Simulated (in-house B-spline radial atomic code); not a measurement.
**Two electrons outside the [Ne] 3s2 core: the potassium ion K⁵⁺**

Computed with a B-spline radial code for spherical atoms: configuration interaction (CI) of the two valence electrons in the field of the frozen Dirac-Fock core, alone and with many-body perturbation theory for the core (screened one- and two-electron correlation potentials), Breit and QED terms; no-pair Dirac Hamiltonian, finite nucleus. Labels give the configuration (outer n counted up each series) and the leading LS term, or the jj pair where no LS term holds 70 %.

The outer s² shell of this core is soft: its mixing with p² is only treated to second order, so levels can be several per cent off.

Command:
```bash
python run_mb.py task.json out
```
Settings (nuclear radius in fm, box in bohr, cutoff in hartree):
```
basis_form          3
Z                   19
core_configuration  [Ne] 3s2
rms_radius          3.4349
mass_number         39
speed_of_light      137.036
box_radius          12.857
lmax                6
intervals           64
virtual_cutoff      722.0
```

Time taken, with all properties: 84 s on 1 thread of Arm Neoverse V2, with other jobs on the host.

Excitation energies (cm⁻¹):

```csv
level,purity of the LS term,CI alone,CI + MBPT + Breit + QED,Landé g of the LS mixture
3p2 3P0,0.996,0,0,-
3p2 3P1,1.0,1191,1132,1.50
3p2 3P2,0.99,?,?,?
3p2 1D2,0.99,20340,16664,1.00
3p2 1S0,0.996,?,?,?
```

Question: Where does 3p2 3P2 lie?

Answer: 3082 cm⁻¹ in CI alone and 2912 cm⁻¹ with all corrections; g = 1.50.

Question: Where does 3p2 1S0 lie?

Answer: 41843 cm⁻¹ in CI alone and 43805 cm⁻¹ with all corrections.

Question: What is the first ionisation energy?

Answer: 99.394 eV to the 3p1/2 state of the next ion (98.278 eV from CI alone). NIST lists 99.44 ± 0.2 eV (semi-empirical).
